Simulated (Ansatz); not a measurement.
Job for Ansatz (a quantum-chemistry and plane-wave program): R-CCSD(T)/cc-pV(T+d)Z on H2S (SMILES S). The basis file is the Basis Set Exchange's JSON of that set.

Ansatz 0.2 input:
```yaml
crystal:
  periodic: [false, false, false]
  atoms:
    - {symbol: S, position_ang: [0.00000000, -0.00000000, 0.61867212]}
    - {symbol: H, position_ang: [0.00000000, 0.97021160, -0.30933606]}
    - {symbol: H, position_ang: [-0.00000000, -0.97021160, -0.30933606]}
basis:
  gaussian:
    orbitals: cc-pV_T+d_Z.json
magnetization: {spin_polarized: false}
correlation: {method: ccsd_t, electrons: outside_noble_gas}
scf: {lower_state_search: off}
```

Program output:

```
WARN ansatz: RAYON_NUM_THREADS=1 ignored (pool sized by the plan → 1); use --threads N
Functional definition: HF
these checks for a lower state are left out or cut short: stability, starts, cluster_reference, orbital_swaps, neighbouring_geometries, increment
integrals: 0.03 GiB planned
373 factors; integrals over basis functions are off by at most 8.0e-4 eV
mean field: 0.08 GiB planned
mean field evaluation 1: about -10849.0126 eV, gradient 1.1e1 eV
mean field evaluation 2: about -10849.0140 eV, gradient 1.1e1 eV
mean field evaluation 4: about -10849.5725 eV, gradient 1.4e0 eV
mean field evaluation 8: about -10849.5860 eV, gradient 1.8e-5 eV
mean field -10849.58604858 eV, -398.7149331716 hartree, gradient 4.1e-6 eV, S^2 0.000000; 0 other end points of the search recorded, 0 dependent functions left out
5 core orbitals not correlated
reference -10849.58604858 eV, -398.7149331716 hartree; 4, 4 occupied and 58, 58 virtual orbitals, 373 factors
second order -5.19206913 eV of doubles, -0.00000000 eV of singles
coupled cluster: 0.10 GiB planned
cycle   1  -5.67779252 eV  change   -4.9e-1 eV  update   4.9e-2
cycle   2  -5.84833130 eV  change   -1.7e-1 eV  update   1.5e-2
cycle   3  -5.85737418 eV  change   -9.0e-3 eV  update   3.7e-3
cycle   4  -5.85659647 eV  change    7.8e-4 eV  update   1.0e-3
cycle   5  -5.85624959 eV  change    3.5e-4 eV  update   2.3e-4
cycle   6  -5.85626240 eV  change   -1.3e-5 eV  update   7.0e-5
cycle   7  -5.85626039 eV  change    2.0e-6 eV  update   2.1e-5
cycle   8  -5.85625756 eV  change    2.8e-6 eV  update   6.0e-6
perturbative correction -0.21794843 eV, -0.0080094572 hartree
Total energy: -10855.66025457 eV, -398.9381561245 hartree
Checks for a lower state left out: stability, starts, cluster_reference, orbital_swaps, neighbouring_geometries, increment
```

The run converged.

Cost: around 0.6 core-seconds (rough).
